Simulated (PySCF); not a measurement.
# `CCC1CCCCC1`: 4 charge schemes on one density

C₈H₁₆.
Geometry (GFN2-xTB, Å), atoms numbered from 1 in this order:
```
atom  x, y, z in Å
C1    -2.9825    0.3239    0.2607
C2    -1.8950   -0.4185   -0.5074
C3    -0.5030   -0.2949    0.1217
C4     0.4722   -1.2558   -0.5634
C5     1.8676   -1.1596    0.0454
C6     2.3965    0.2668   -0.0571
C7     1.4381    1.2284    0.6369
C8     0.0419    1.1314    0.0285
H9    -3.9548    0.1365   -0.1898
H10   -3.0148   -0.0109    1.2954
H11   -2.8099    1.3970    0.2507
H12   -1.8572   -0.0445   -1.5334
H13   -2.1621   -1.4776   -0.5539
H14   -0.5744   -0.5712    1.1804
H15    0.1023   -2.2802   -0.4746
H16    0.5248   -1.0121   -1.6275
H17    1.8257   -1.4542    1.0968
H18    2.5431   -1.8479   -0.4673
H19    2.4906    0.5444   -1.1097
H20    3.3875    0.3330    0.3974
H21    1.3862    0.9805    1.7000
H22    1.8074    2.2529    0.5504
H23    0.0821    1.4310   -1.0219
H24   -0.6241    1.8214    0.5492
```

Density: PBE0/pcSseg-1 (PySCF); schemes: Mulliken, IAO, Hirshfeld and ESP-fitted. The structure is a single GFN2-xTB conformer in the gas phase; no vibrational or solvent corrections.

**Question.** What partial charge does each atom carry?

**Answer.** In e; atoms taken as equivalent share a row and are averaged (×n: the atom named and its like, n in all):

```csv
atom,environment,Mulliken,IAO,Hirshfeld,ESP-fitted
C1,methyl carbon,-0.252,-0.416,-0.119,-0.264
C2,chain CH2 carbon,-0.199,-0.247,-0.066,-0.038
C3,sp3 CH carbon,-0.370,-0.099,-0.022,+0.224
C4/C8,ring CH2 carbon,-0.162,-0.256,-0.070,-0.221
C5/C7,ring CH2 carbon,-0.200,-0.254,-0.070,+0.033
C6,ring CH2 carbon,-0.222,-0.255,-0.070,-0.065
H9/H10/H11,methyl hydrogen,+0.110,+0.136,+0.038,+0.066
H12/H13,methylene hydrogen,+0.109,+0.125,+0.034,+0.018
H14,methine hydrogen,+0.106,+0.114,+0.031,+0.006
H15/H24,methylene hydrogen,+0.118,+0.128,+0.035,+0.044
H16/H23,methylene hydrogen,+0.104,+0.121,+0.033,+0.062
H17/H21,methylene hydrogen,+0.108,+0.124,+0.033,+0.008
H18/H22,methylene hydrogen,+0.115,+0.131,+0.036,+0.006
H19,methylene hydrogen,+0.108,+0.123,+0.034,+0.032
H20,methylene hydrogen,+0.116,+0.131,+0.036,+0.006
```

Mean size of the charges over all atoms: IAO 0.170 e, Mulliken 0.147 e, ESP-fitted 0.072 e, Hirshfeld 0.046 e. Each set sums to the total charge, 0, to within 0.001 e. The ESP scheme fits charges at the nuclei, held to the total charge, to the electrostatic potential on points at 1.4 to 2.0 times the van der Waals radii.

Some averages cover members that differ in this geometry: C5/C7, ESP-fitted -0.032 to +0.097; C4/C8, ESP-fitted -0.253 to -0.190; H17/H21, ESP-fitted -0.008 to +0.024; H18/H22, ESP-fitted -0.008 to +0.020 e.

Lowest charge. The schemes don't all agree: Mulliken C3 (-0.370); IAO C1 (-0.416); Hirshfeld C1 (-0.119); ESP-fitted C1 (-0.264).

Highest charge. The schemes don't all agree: Mulliken H15/H24 (+0.118); IAO H9/H10/H11 (+0.136); Hirshfeld H9/H10/H11 (+0.038); ESP-fitted C3 (+0.224).

**Question.** Sum the charges by element.

**Answer.** 
| element | atoms | Mulliken | IAO | Hirshfeld | ESP-fitted |
| --- | --- | --- | --- | --- | --- |
| C | 8 | -1.765 | -2.035 | -0.555 | -0.520 |
| H | 16 | +1.766 | +2.035 | +0.556 | +0.521 |

**Question.** How closely do the schemes follow one another over all atoms?

**Answer.** Correlation coefficient and root-mean-square difference: IAO with Hirshfeld 1.00, 0.135 e; Mulliken with IAO 0.92, 0.074 e; Mulliken with Hirshfeld 0.91, 0.116 e; Hirshfeld with ESP-fitted 0.61, 0.084 e; IAO with ESP-fitted 0.59, 0.150 e; Mulliken with ESP-fitted 0.30, 0.163 e.

**Question.** How many electrons does the Hirshfeld scheme count on C6?

**Answer.** Z − q = 6 − (-0.070) = 6.070.

The run behind these numbers computed NMR shieldings as well. On one thread, x86-64 server, no GPU (shared host), this took 69 s of wall time.
